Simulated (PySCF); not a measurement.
C₂H₈InN, SMILES C[CH2][InH][NH2].

The structure is a stationary point at PBE0-D3(BJ)/def2-SVP. The structure was generated by enumeration; whether it is a known compound was not checked. The def2 effective core potentials stand for the cores of In; spin–orbit coupling is left out. One conformer was computed; it need not be the lowest.

Two levels are set side by side: PBE/def2-TZVP (PySCF) and CAM-B3LYP/def2-TZVP (PySCF). Same geometry, gas phase. Differences are taken from unrounded values.

```json
[
 {"quantity": "orbital gap (eV)", "PBE": "3.97"},
 {"quantity": "highest occupied level (eV)", "PBE": "-5.40"},
 {"quantity": "lowest empty level (eV)", "PBE": "-1.42"},
 {"quantity": "dipole moment (D)", "PBE": "0.70"},
 {"quantity": "mean polarisability (bohr³)", "PBE": "74.5"}
]
```

Problem. These are the PBE values. What does CAM-B3LYP give? (Estimate from the structure and the level; the computed values follow.)

Solution. 
```csv
quantity,CAM-B3LYP,PBE minus CAM-B3LYP
orbital gap (eV),8.14,-4.17
highest occupied level (eV),-8.11,2.72
lowest empty level (eV),0.03,-1.45
dipole moment (D),0.59,0.11
mean polarisability (bohr³),70.0,4.6
```

Without exact exchange PBE keeps part of each electron's self-repulsion, which lifts occupied levels and narrows the gap. PBE's more diffuse valence density responds more strongly to a field. Differences between two approximate levels are no errors against the true value.

Rough cost on one machine, each run with all the roots and properties that it gave: CAM-B3LYP against PBE within a factor of 2.
